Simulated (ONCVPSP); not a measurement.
**Reading a pseudo-wave (nitrogen)**

Columns: radius, all-electron u(r) and pseudo u(r) of the 2s shell (level -18.58 eV) of nitrogen in the configuration [He] 2s2 2p3; PBE, scalar-relativistic, ONCV scheme, ONCVPSP 4.0.1.

```tsv
r (bohr)	all-electron	pseudo
0.095	-0.3779	0.0890
0.190	-0.3114	0.1835
0.285	-0.0892	0.2802
0.380	0.1620	0.3798
0.475	0.3887	0.4860
0.570	0.5728	0.5910
0.665	0.7109	0.6869
0.760	0.8058	0.7784
0.855	0.8634	0.8555
0.950	0.8907	0.8905
1.045	0.8942	0.8941
1.140	0.8799	0.8798
1.235	0.8526	0.8526
1.330	0.8163	0.8163
1.425	0.7742	0.7742
1.520	0.7287	0.7287
1.615	0.6815	0.6815
1.710	0.6341	0.6341
1.805	0.5874	0.5874
1.900	0.5421	0.5422
1.995	0.4988	0.4989
2.090	0.4577	0.4578
2.185	0.4191	0.4191
2.280	0.3829	0.3830
2.375	0.3493	0.3494
2.470	0.3181	0.3182
```

Task: How many radial nodes do the two functions have?

Result: The all-electron 2s function has n − l − 1 = 1; the pseudo-wave has 0, since the states of the same l below it are removed with the core.

Task: At about which radius was the pseudo-wave matched?

Result: 0.95 bohr, where the columns begin to agree (steps of 0.10 bohr).

Task: Where does each function peak?

Result: Outermost all-electron maximum near 1.04 bohr, pseudo maximum near 1.04 bohr (to the table’s step).

Task: Is the pseudo-wave norm-conserving?

Result: Yes: the ONCV scheme keeps the norm inside the radius equal to the all-electron one, which fixes the energy derivative of the logarithmic derivative at the level.
